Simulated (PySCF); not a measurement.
(2S)-2-methylthietane (C₄H₈S), SMILES C[C@H]1CCS1.

Geometry: B3LYP-D3(BJ)/def2-SVP.

Vertical ionisation energy (IE) and electron affinity (EA) in eV. Rows of orbital energies are one-electron estimates. Where ΔSCF, EOM or ADC give a negative EA the extra electron is unbound and the value depends on the basis.

| level | IE | EA |
|---|---|---|
| −ε(HOMO), −ε(LUMO), ωB97X/def2-TZVP (PySCF) | … | … |
| −ε(HOMO), −ε(LUMO), PBE/def2-TZVP (PySCF) | 5.04 | 0.97 |

Fill in the missing entries. (An estimate is asked for; the answer gives what the named calculation found.)


- −ε(HOMO), −ε(LUMO), ωB97X/def2-TZVP (PySCF), IE: 8.65
- −ε(HOMO), −ε(LUMO), ωB97X/def2-TZVP (PySCF), EA: -2.19
